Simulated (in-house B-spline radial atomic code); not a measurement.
Radial electron density of Zn3+, [Ar] 3d9. All numbers are computed (scalar-relativistic (X2C) Hartree-Fock, spin-polarised, averaged over the determinants with the given up and down occupations; Fermi nucleus of rms radius 3.9283 fm, inside a hard spherical wall at 2.77 bohr) with a radial B-spline atomic code at the basis-set limit, not measured.

One-electron X2C: radii and densities carry no picture-change correction, so inner-shell <1/r> comes out high (for 1s by about 2 % at Z = 33, 5 % at 54, 10 % at 75, 30 % at 118) and <r> low.

Columns: r (bohr), 4πr²n(r) (electrons per bohr), bar.

```
 0.00193    1.069 #
 0.00231     1.46 ##
 0.00275    1.967 ##
 0.00329     2.66 ###
 0.00392    3.552 ####
 0.00469    4.745 #####
 0.00559    6.249 #######
 0.00668    8.183 #########
 0.00798    10.58 ###########
 0.00952    13.47 ##############
  0.0114    16.94 ##################
  0.0136    20.78 ######################
  0.0162    24.85 ##########################
  0.0194    29.02 ##############################
  0.0231    32.62 ##################################
  0.0276    35.36 #####################################
  0.0329    36.66 ######################################
  0.0393    36.29 ######################################
   0.047    34.38 ####################################
  0.0561    31.71 #################################
  0.0669    29.55 ###############################
  0.0799    29.23 ###############################
  0.0954    31.56 #################################
   0.114       36 ######################################
   0.136    40.41 ##########################################
   0.162    42.08 ############################################
   0.194    39.07 #########################################
   0.232       32 #################################
   0.276    24.39 ##########################
    0.33    19.68 #####################
   0.394    19.76 #####################
    0.47    22.68 ########################
   0.562    24.69 ##########################
   0.671    23.16 ########################
   0.801    18.34 ###################
   0.956    12.31 #############
    1.14    7.096 #######
    1.36    3.526 ####
    1.63    1.462 ##
    1.94   0.5048 #
    2.32   0.1028 
    2.74 0.0003878
```

On this grid the curve has 3 maxima, near 0.0329, 0.162, 0.562 bohr.

The 3p down radial function P(r) = rR(r), positive near the nucleus:

| r (bohr) | P |
| --- | --- |
| 0.00193 | 0.001406 |
| 0.00275 | 0.002677 |
| 0.00392 | 0.005118 |
| 0.00559 | 0.009789 |
| 0.00798 | 0.01867 |
| 0.0114 | 0.03528 |
| 0.0162 | 0.06492 |
| 0.0231 | 0.117 |
| 0.0329 | 0.202 |
| 0.047 | 0.3298 |
| 0.0669 | 0.49 |
| 0.0954 | 0.6356 |
| 0.136 | 0.6533 |
| 0.194 | 0.3944 |
| 0.276 | -0.1904 |
| 0.394 | -0.897 |
| 0.562 | -1.276 |
| 0.801 | -1.092 |
| 1.14 | -0.5996 |
| 1.63 | -0.1952 |
| 2.32 | -0.03031 |
